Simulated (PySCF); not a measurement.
# Shapes and spin states of VF3

Computed with PySCF, PBE0, basis V def2-SVP, F def2-SVP (no relativity, density fitting).

Relaxations began from a few typed shapes and spin states; open shells are unrestricted. The search is not exhaustive: other isomers or separated fragments can lie lower, and high-lying points may rest on an excited occupation.

```csv
spin,group,bonds,angles,imaginary modes (cm⁻¹),ΔE (kJ/mol),ΔE with ZPE (kJ/mol)
triplet,C2v,"V–F 1.720 Å, V–F 1.733 Å (×2)","F–V–F 110.9°, F–V–F 124.5° (×2)",none,0.0,0.0
triplet,C2v,"V–F 1.723 Å (×2), V–F 1.741 Å","F–V–F 115.6° (×2), F–V–F 128.9°",158i,0.7,–
"singlet (closed shell, unstable to spin polarisation)",D3h,V–F 1.705 Å (×3),F–V–F 120.0° (×3),none,90.5,91.5
```

The lowest minimum found is the triplet C2v: V–F 1.720 Å, V–F 1.733 Å (×2); F–V–F 110.9°, F–V–F 124.5° (×2).

Formally V is in oxidation state +3, d2, with 2 unpaired electrons (the high-spin count). The Mulliken spin on V is 2.04. The polar-tensor charge on V, 2.11, is below the formal one.

For the lowest minimum: with open d or f shells other occupations or spin states may lie lower.
